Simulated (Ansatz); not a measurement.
Stepwise reaction of `C[SiH2][Al]([CH3])[OH]` with hydrogen, as a gas-phase model of exchange steps in deposition or etching. ΔE in kJ/mol.

Isolated molecules relaxed with PBE0-D4/def2-TZVP in Ansatz; ΔE leaves out vibrations. CBS: MP2 limit from def2 TZ/QZ plus the TZ coupled-cluster correction, frozen cores. This one scheme is used for every species. Functionals use def2-TZVPP. B3LYP here is the variant with VWN-RPA as its local correlation; programs differ in this. Each species was taken in one conformer, which may not be the lowest.

```csv
step,reaction,PBE-D4,B3LYP-D4,ωB97M-V,CCSD(T)/CBS
1,`C[SiH2][Al]([CH3])[OH]` + H₂ → `[CH3][Al]([OH])[SiH3]` + CH₄,-32.8,-37.9,-35.3,-34.5
```

Question: Give the row of step 2, `[CH3][Al]([OH])[SiH3]` + H₂ → `[OH][AlH][SiH3]` + CH₄. (Best estimate.)

Answer: Ansatz gave: 
```tsv
step	reaction	PBE-D4	B3LYP-D4	ωB97M-V	CCSD(T)/CBS
2	`[CH3][Al]([OH])[SiH3]` + H₂ → `[OH][AlH][SiH3]` + CH₄	-16.2	-23.0	-20.2	-20.1
```

Question: By hand: ΔE of the 2 steps together at CCSD(T)/CBS.

Answer: (-34.5) + (-20.1) = -54.6 kJ/mol, or -27.3 kJ/mol a step.

In ΔE each step is higher than the one before. All are downhill at CCSD(T)/CBS. PBE-D4 differs from CCSD(T)/CBS by 1.7 to 3.9 kJ/mol a step. Isolated molecules leave out the surface, adducts and barriers. Largest T1 diagnostic: 0.014.
